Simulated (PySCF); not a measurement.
TaO2F, SMILES [F][Ta](=[O])=[O], multiplicity 1.

Geometry: B3LYP-D3(BJ)/def2-TZVP. The spin state was assumed, not searched. The def2 effective core potentials stand for the cores of Ta; spin–orbit coupling is left out.

All values below come from PySCF with TDA-LC-ωPBE/def2-SVPD.

Vertical excitations. Gas-phase values at a fixed geometry. State labels are in the subgroup Cs.

| state | symmetry | energy (eV) | λ (nm) | f | main pairs |
|---|---|---|---|---|---|
| S1 | A" | 3.18 | 390 | 0.003 | HOMO→LUMO 92 % |
| S2 | A' | 4.23 | 293 | 0.002 | HOMO−1→LUMO 87 % |
| S3 | A' | 4.43 | 280 | 0.013 | HOMO−2→LUMO 84 % |
| S4 | A" | 4.69 | 265 | 0.008 | HOMO−3→LUMO 89 % |
| S5 | A" | 5.15 | 241 | 0.002 | HOMO−4→LUMO 78 %, HOMO→LUMO+1 13 % |
| S6 | A" | 5.21 | 238 | 0.014 | HOMO→LUMO+1 71 %, HOMO−4→LUMO 13 % |
| S7 | A' | 5.57 | 223 | 0.003 | HOMO→LUMO+2 77 %, HOMO→LUMO+4 15 % |
| S8 | A' | 5.71 | 217 | 0.004 | HOMO−5→LUMO 86 % |
| S9 | A' | 6.15 | 202 | 0.016 | HOMO−1→LUMO+1 72 % |
| S10 | A" | 6.45 | 192 | 0.000 | HOMO−3→LUMO+1 44 %, HOMO−1→LUMO+2 36 % |
| T1 | A" | 3.08 | 403 | 0 | HOMO→LUMO 92 % |
| T2 | A' | 3.93 | 316 | 0 | HOMO−1→LUMO 56 %, HOMO−2→LUMO 32 % |
| T3 | A' | 4.06 | 306 | 0 | HOMO−2→LUMO 57 %, HOMO−1→LUMO 33 % |
| T4 | A" | 4.35 | 285 | 0 | HOMO−3→LUMO 79 % |
Triplets are in the Tamm–Dancoff approximation.
